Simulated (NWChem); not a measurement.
Molecule: AlSiH$_{4}$OCl; SMILES [SiH3][O][AlH][Cl]

```xyz
8

Al     0.8761    -0.7023    -0.0001
Cl    -0.6566    -2.1534    -0.0018
H      2.3757    -1.1579     0.0024
O      0.4640     0.9387    -0.0016
Si    -0.3107     2.3961    -0.0006
H      0.1585     3.2113     1.1510
H     -1.7835     2.2184     0.1091
H     -0.0101     3.1252    -1.2612
```
Atoms are numbered in this order, from 1.

Level: B3LYP/6-31G* (spherical d) (NWChem), optimised geometry, unscaled harmonic frequencies. 

**Question.** List the harmonic frequencies with IR intensities, and the thermochemistry.

**Answer.** 
```json
[
 {"frequency (cm⁻¹)": "7", "IR intensity (km/mol)": "0.1"},
 {"frequency (cm⁻¹)": "39", "IR intensity (km/mol)": "0.8"},
 {"frequency (cm⁻¹)": "102", "IR intensity (km/mol)": "2.7"},
 {"frequency (cm⁻¹)": "214", "IR intensity (km/mol)": "21.6"},
 {"frequency (cm⁻¹)": "468", "IR intensity (km/mol)": "128.1"},
 {"frequency (cm⁻¹)": "475", "IR intensity (km/mol)": "47.6"},
 {"frequency (cm⁻¹)": "583", "IR intensity (km/mol)": "5.3"},
 {"frequency (cm⁻¹)": "694", "IR intensity (km/mol)": "235.9"},
 {"frequency (cm⁻¹)": "736", "IR intensity (km/mol)": "86.5"},
 {"frequency (cm⁻¹)": "740", "IR intensity (km/mol)": "62.6"},
 {"frequency (cm⁻¹)": "965", "IR intensity (km/mol)": "90.5"},
 {"frequency (cm⁻¹)": "965", "IR intensity (km/mol)": "88.3"},
 {"frequency (cm⁻¹)": "1014", "IR intensity (km/mol)": "505.7"},
 {"frequency (cm⁻¹)": "1123", "IR intensity (km/mol)": "427.8"},
 {"frequency (cm⁻¹)": "2024", "IR intensity (km/mol)": "122.8"},
 {"frequency (cm⁻¹)": "2252", "IR intensity (km/mol)": "138.3"},
 {"frequency (cm⁻¹)": "2255", "IR intensity (km/mol)": "162.5"},
 {"frequency (cm⁻¹)": "2255", "IR intensity (km/mol)": "194.9"}
]
```

```
Property                                                                           Result
-----------------------------------------------------------------------  ----------------
zero-point energy                                                           24.2 kcal/mol
thermal correction to the enthalpy at 298.15 K (with zero-point energy)     29.1 kcal/mol
heat capacity Cv                                                         21.2 cal/(mol K)
entropy at 298.15 K and 1 atm (symmetry number 1)                        90.1 cal/(mol K)
dipole moment                                                                      1.32 D
```

Rigid rotor and harmonic oscillator; modes under 100 cm⁻¹ make the entropy uncertain.
